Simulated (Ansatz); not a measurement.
The cluster MoO₂⁻. Total charge -1; doublet. Geometry PBE-D4/def2-TZVPD.

```tsv
atom	x (Å)	y (Å)	z (Å)
Mo1	-0.481	0.598	-0.914
O2	0.823	0.132	0.433
O3	-0.342	-0.730	0.481
```

In the def2 sets Mo takes a core potential; there is no spin–orbit coupling. HSE06 is defined as in plane-wave codes, on full-range PBE exchange. The structure holds 1 bond(s) between oxygen atoms. At PBE-D4/def2-TZVPD, r2SCAN-D4/def2-TZVPD, B97M-V/def2-TZVPD, PBE0-D4/def2-TZVPD and others the charge -1 doublet is spin-contaminated (final ⟨S²⟩ up to 2.10, 0.75 for a pure state). At PBE-D4/def2-TZVPD, r2SCAN-D4/def2-TZVPD, B97M-V/def2-TZVPD, PBE0-D4/def2-TZVPD and others the highest occupied level of the charge -1 doublet lies above zero (up to 1.25 eV). It is a level of β spin, whose loss leaves a triplet; that state wasn't run at this geometry and level. The electron is either unbound and held by the finite basis, or the level is raised by self-interaction error. No other spin state of charge -1 was run. The geometry of the doublet was relaxed on an unsound state (⟨S²⟩ 1.73, where a pure state has 0.75). Another isomer (quartet) lies 5.96 eV lower at PBE0-D4/def2-TZVPD; other spin states weren't run for this one.

Task: Estimate the α-spin orbital energies around the gap (eV) in Ansatz with PBE-D4/def2-TZVPD, r2SCAN-D4/def2-TZVPD, B97M-V/def2-TZVPD, PBE0-D4/def2-TZVPD, HSE06-D4/def2-TZVPD.

Result: 
```
orbital  PBE-D4/def2-TZVPD  r2SCAN-D4/def2-TZVPD  B97M-V/def2-TZVPD  PBE0-D4/def2-TZVPD  HSE06-D4/def2-TZVPD
 HOMO−9             -21.89                -22.98             -23.64              -24.63               -24.23
 HOMO−8             -14.94                -15.91             -16.66              -17.40               -17.00
 HOMO−7              -6.08                 -6.21              -6.18               -7.22                -6.82
 HOMO−6              -5.39                 -5.55              -5.57               -6.73                -6.32
 HOMO−5              -4.99                 -5.26              -5.31               -6.66                -6.25
 HOMO−4              -2.63                 -2.73              -2.75               -3.76                -3.36
 HOMO−3              -0.88                 -1.03              -1.04               -2.23                -1.83
 HOMO−2               0.78                  0.55               0.40               -0.58                -0.17
 HOMO−1               0.96                  0.62               0.52               -0.48                -0.08
   HOMO               0.98                  0.66               0.82                0.11                 0.48
   LUMO               1.86                  2.20               2.00                2.92                 2.55
 LUMO+1               2.15                  2.38               2.39                2.93                 2.60
 LUMO+2               2.32                  2.63               2.45                3.49                 3.09
 LUMO+3               3.39                  3.58               3.29                3.80                 3.48
 LUMO+4               3.85                  4.33               3.93                4.44                 4.16
 LUMO+5               3.90                  4.47               4.01                4.70                 4.39
 β HOMO               1.25                  0.83               1.01               -0.02                 0.37
 β LUMO               2.22                  2.66               2.35                2.97                 2.62
```
